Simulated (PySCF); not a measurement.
**Spin-rotation constants: `CC#CC1=CNC1=O`, C6H5NO**

Geometry:
| atom | x (Å) | y (Å) | z (Å) |
| --- | --- | --- | --- |
| C1 | -3.066 | 0.299 | 0.596 |
| C2 | -1.659 | 0.134 | 0.326 |
| C3 | -0.487 | -0.025 | 0.087 |
| C4 | 0.876 | -0.149 | -0.139 |
| C5 | 1.731 | -0.976 | -0.777 |
| N6 | 2.890 | -0.158 | -0.565 |
| C7 | 2.101 | 0.670 | 0.261 |
| O8 | 2.380 | 1.562 | 0.995 |
| H9 | -3.624 | 0.342 | -0.339 |
| H10 | -3.231 | 1.222 | 1.152 |
| H11 | -3.433 | -0.541 | 1.187 |
| H12 | 1.692 | -1.901 | -1.317 |
| H13 | 3.826 | -0.476 | -0.363 |

Level of theory: GIAO HSE06/cc-pVDZ magnetisability, rotational g tensor and spin-rotation constants, non-relativistic, gas phase (PySCF). Geometry: GFN2-xTB.

Problem. Give the nuclear spin-rotation constants along the inertial axes (H = +C I·J) beside the isotropic shieldings.

Solution. Rotational constants 5.4652, 1.0722, 0.9031 GHz. A star marks the isotopologue with that one atom substituted, in its own axes.
```
atom  isotope  Caa (kHz)  Cbb (kHz)  Ccc (kHz)  mean (kHz)  σ (ppm)
  N6      14N      0.400      0.079      0.068       0.182    156.8
  H9       1H     -0.463     -0.080     -0.029      -0.191     29.7
 H10       1H     -0.580      0.022     -0.096      -0.218     29.7
 H11       1H     -0.475     -0.101     -0.009      -0.195     29.6
 H12       1H     -0.573      0.137     -0.112      -0.183     24.0
 H13       1H      0.168     -0.129     -0.097      -0.019     28.5
  C1     13C*      0.540      0.114      0.095       0.250    192.5
  C2     13C*      0.647      0.306      0.292       0.415    102.2
  C3     13C*      0.159      0.314      0.256       0.243    130.0
  C4     13C*      1.850      0.290      0.156       0.765     91.0
  C5     13C*      2.259      0.461      0.139       0.953     41.0
  C7     13C*      2.530      0.352      0.215       1.032     34.5
  O8     17O*     -2.578     -0.762     -0.063      -1.135   -117.5
```
For the geometry as given, no vibrational averaging.
